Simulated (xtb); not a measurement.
Cl3Zr (SMILES [Cl][Zr+]([Cl])[Cl]), charge +1, singlet, from a rough starting geometry (GFN-xTB shapes and energies of metal compounds can be far from the true ones) (the multiplicity is a formal guess); GFN2-xTB (xtb 6.7.1).

The xtb input:
```
$ xtb mol.xyz --gfn 2 --chrg 1 --opt vtight --json

# file mol.xyz
4

Zr     0.22794104     0.71223426     0.45881474
Cl     1.82355964    -0.51309778    -0.60299583
Cl    -0.86356228    -1.02911346     1.47067790
Cl    -1.15283138     0.78908396    -1.28436424
```

Task: Predict the main parts of the log of this xtb run.

Result: 
```
   ID    Z sym.   atoms
    1   40 Zr     1
    2   17 Cl     2-4

           -------------------------------------------------
          |                Calculation Setup                |
           -------------------------------------------------

           -------------------------------------------------
          |                 G F N 2 - x T B                 |
           -------------------------------------------------

          ...................................................
          :                      SETUP                      :
          :.................................................:
          :  # basis functions                  40          :
          :  # atomic orbitals                  36          :
          :  # shells                           12          :
          :  # electrons                        24          :
          :  max. iterations                   250          :
          :  Hamiltonian                  GFN2-xTB          :
          :  restarted?                      false          :
          :  GBSA solvation                  false          :
          :  PC potential                    false          :
          :  electronic temp.          300.0000000     K    :
          :  accuracy                    1.0000000          :
          :  -> integral cutoff          0.2500000E+02      :
          :  -> integral neglect         0.1000000E-07      :
          :  -> SCF convergence          0.1000000E-05 Eh   :
          :  -> wf. convergence          0.1000000E-03 e    :
          :  Broyden damping             0.4000000          :
          :  net charge                          1          :
          :  unpaired electrons                  0          :
          ...................................................

 iter      E             dE          RMSdq      gap      omega  full diag
   1    -14.8034379 -0.148034E+02  0.893E+00    1.19       0.0  T
   2    -14.9290159 -0.125578E+00  0.878E+00    3.77       1.0  T
   3    -14.9825123 -0.534965E-01  0.582E+00    2.93       1.0  T
   4    -14.9753842  0.712810E-02  0.313E+00    2.03       1.0  T
   5    -14.9887739 -0.133897E-01  0.168E+00    2.29       1.0  T
   6    -14.9923034 -0.352951E-02  0.238E-01    2.56       1.0  T
   7    -14.9920753  0.228111E-03  0.462E-01    2.63       1.0  T
   8    -14.9923525 -0.277208E-03  0.933E-02    2.57       1.0  T
   9    -14.9923570 -0.441167E-05  0.182E-02    2.55       2.7  T
  10    -14.9923573 -0.383131E-06  0.106E-02    2.55       4.7  T
  11    -14.9923574 -0.698193E-07  0.283E-03    2.56      17.7  T
  12    -14.9923574 -0.200447E-08  0.306E-03    2.56      16.3  T
  13    -14.9923574 -0.591347E-08  0.974E-04    2.56      51.3  T
  14    -14.9923574 -0.124581E-08  0.405E-04    2.56     123.6  T

   *** convergence criteria satisfied after 14 iterations ***

         :::::::::::::::::::::::::::::::::::::::::::::::::::::
         ::                     SUMMARY                     ::
         :::::::::::::::::::::::::::::::::::::::::::::::::::::
         :: total energy             -14.961072324617 Eh    ::
         :: gradient norm              0.022114906327 Eh/a0 ::
         :: HOMO-LUMO gap              2.555273610445 eV    ::
         ::.................................................::
         :: SCC energy               -14.992356497553 Eh    ::
         :: -> isotropic ES            0.128840032032 Eh    ::
         :: -> anisotropic ES         -0.002936368956 Eh    ::
         :: -> anisotropic XC         -0.017080816614 Eh    ::
         :: -> dispersion             -0.004326056083 Eh    ::
         :: repulsion energy           0.031284172936 Eh    ::
         :: add. restraining           0.000000000000 Eh    ::
         :: total charge               1.000000000000 e     ::
         :::::::::::::::::::::::::::::::::::::::::::::::::::::

      -----------------------------------------------------------
     |                   =====================                   |
     |                        A N C O P T                        |
     |                   =====================                   |
     |               Approximate Normal Coordinate               |
     |                Rational Function Optimizer                |
      -----------------------------------------------------------
      -----------------------------------------------------------
     |                   =====================                   |
     |                        A N C O P T                        |
     |                   =====================                   |
     |               Approximate Normal Coordinate               |
     |                Rational Function Optimizer                |
      -----------------------------------------------------------

          ...................................................
          :                      SETUP                      :
          :.................................................:
          :   optimization level         verytight          :
          :   max. optcycles                   200          :
          :   ANC micro-cycles                  20          :
          :   degrees of freedom                 6          :
          :.................................................:
          :   RF solver                   davidson          :
          :   write xtbopt.log                true          :
          :   linear?                        false          :
          :   energy convergence         0.1000000E-06 Eh   :
          :   grad. convergence          0.2000000E-03 Eh/α :
          :   maxmium RF displ.          1.0000000          :
          :   Hlow (freq-cutoff)         0.1000000E-01      :
          :   Hmax (freq-cutoff)         5.0000000          :
          :   S6 in model hess.         20.0000000          :
          ...................................................

generating ANC from exact Hessian ...
Using Lindh-Hessian (1995)
[...]
 * total energy  :   -14.9610723 Eh     change       -0.9563905E-10 Eh
 * total energy  :   -14.9607153 Eh     change        0.3570035E-03 Eh
 * total energy  :   -14.9621090 Eh     change       -0.1393667E-02 Eh
 * total energy  :   -14.9621156 Eh     change       -0.6625193E-05 Eh
 * total energy  :   -14.9621513 Eh     change       -0.3569199E-04 Eh
 * total energy  :   -14.9621497 Eh     change        0.1596294E-05 Eh
 * total energy  :   -14.9621519 Eh     change       -0.2240457E-05 Eh
 * total energy  :   -14.9621519 Eh     change        0.7022707E-07 Eh
 * total energy  :   -14.9621520 Eh     change       -0.9721474E-07 Eh
   *** GEOMETRY OPTIMIZATION CONVERGED AFTER 9 ITERATIONS ***
[...]
          :  -> SCF convergence          0.1000000E-05 Eh   :
          :  -> wf. convergence          0.1000000E-03 e    :
          :  Broyden damping             0.4000000          :
          :  net charge                          1          :
          :  unpaired electrons                  0          :
          ...................................................

 iter      E             dE          RMSdq      gap      omega  full diag
   1    -14.9964904 -0.149965E+02  0.101E-04    2.60       0.0  T
   2    -14.9964904 -0.305889E-11  0.794E-05    2.60     629.6  T
   3    -14.9964904 -0.639666E-11  0.370E-05    2.60    1350.9  T

   *** convergence criteria satisfied after 3 iterations ***

         :::::::::::::::::::::::::::::::::::::::::::::::::::::
         ::                     SUMMARY                     ::
         :::::::::::::::::::::::::::::::::::::::::::::::::::::
         :: total energy             -14.962151976520 Eh    ::
         :: gradient norm              0.000042706777 Eh/a0 ::
         :: HOMO-LUMO gap              2.604161754273 eV    ::
         ::.................................................::
         :: SCC energy               -14.996489421039 Eh    ::
         :: -> isotropic ES            0.129334453090 Eh    ::
         :: -> anisotropic ES         -0.003202906378 Eh    ::
         :: -> anisotropic XC         -0.016551631005 Eh    ::
         :: -> dispersion             -0.004321132830 Eh    ::
         :: repulsion energy           0.034337444520 Eh    ::
         :: add. restraining           0.000000000000 Eh    ::
         :: total charge               1.000000000000 e     ::
         :::::::::::::::::::::::::::::::::::::::::::::::::::::

           -------------------------------------------------
          |                Property Printout                |
           -------------------------------------------------

    * Orbital Energies and Occupations

         #    Occupation            Energy/Eh            Energy/eV
      -------------------------------------------------------------
         1        2.0000           -1.2932082             -35.1900
         2        2.0000           -1.2850586             -34.9682
         3        2.0000           -1.2850469             -34.9679
         4        2.0000           -0.7556535             -20.5624
         5        2.0000           -0.6538784             -17.7929
         6        2.0000           -0.6431726             -17.5016
         7        2.0000           -0.6431654             -17.5014
         8        2.0000           -0.6347552             -17.2726
         9        2.0000           -0.6347501             -17.2724
        10        2.0000           -0.6267146             -17.0538
        11        2.0000           -0.6267064             -17.0535
        12        2.0000           -0.6202600             -16.8781 (HOMO)
        13                         -0.5245588             -14.2740 (LUMO)
        14                         -0.5191378             -14.1265
        15                         -0.5191369             -14.1264
        16                         -0.4857045             -13.2167
        17                         -0.4856959             -13.2165
        18                         -0.3747512             -10.1975
        19                         -0.1720278              -4.6811
        20                         -0.1720247              -4.6810
        21                         -0.1719714              -4.6796
        22                         -0.1693772              -4.6090
        23                         -0.1693148              -4.6073
       ...                                ...                  ...
        36                          0.5480000              14.9118
      -------------------------------------------------------------
                  HL-Gap            0.0957012 Eh            2.6042 eV
             Fermi-level           -0.5724094 Eh          -15.5761 eV

     #   Z          covCN         q      C6AA      α(0)
     1  40 Zr       2.205     1.083   435.529    47.799
     2  17 Cl       0.738    -0.028    99.792    15.280
     3  17 Cl       0.738    -0.028    99.792    15.280
     4  17 Cl       0.738    -0.028    99.793    15.280

 Mol. C6AA /au·bohr⁶  :       2513.505204
 Mol. C8AA /au·bohr⁸  :     207823.216836
 Mol. α(0) /au        :         93.639720

Wiberg/Mayer (AO) data.
largest (>0.10) Wiberg bond orders for each atom

 ---------------------------------------------------------------------------
     #   Z sym  total        # sym  WBO       # sym  WBO       # sym  WBO
 ---------------------------------------------------------------------------
     1  40 Zr   4.327 --     2 Cl   1.442     3 Cl   1.442     4 Cl   1.442
     2  17 Cl   1.628 --     1 Zr   1.442
     3  17 Cl   1.628 --     1 Zr   1.442
     4  17 Cl   1.628 --     1 Zr   1.442
 ---------------------------------------------------------------------------

Topologies differ in total number of bonds
Writing topology from bond orders to xtbtopo.mol

molecular dipole:
                 x           y           z       tot (Debye)
 q only:        0.462       1.414       0.963
   full:        0.680       2.114       1.423       6.706
molecular quadrupole (traceless):
                xx          xy          yy          xz          yz          zz
 q only:       -1.311       1.027       1.502       0.698       2.140      -0.191
  q+dip:       -2.809       2.175       3.254       1.464       4.552      -0.445
   full:       -3.168       2.445       3.679       1.641       5.123      -0.512

optimized geometry written to: xtbopt.xyz

           -------------------------------------------------
          | TOTAL ENERGY              -14.962151976520 Eh   |
          | GRADIENT NORM               0.000042706777 Eh/α |
          | HOMO-LUMO GAP               2.604161754273 eV   |
           -------------------------------------------------

normal termination of xtb
```
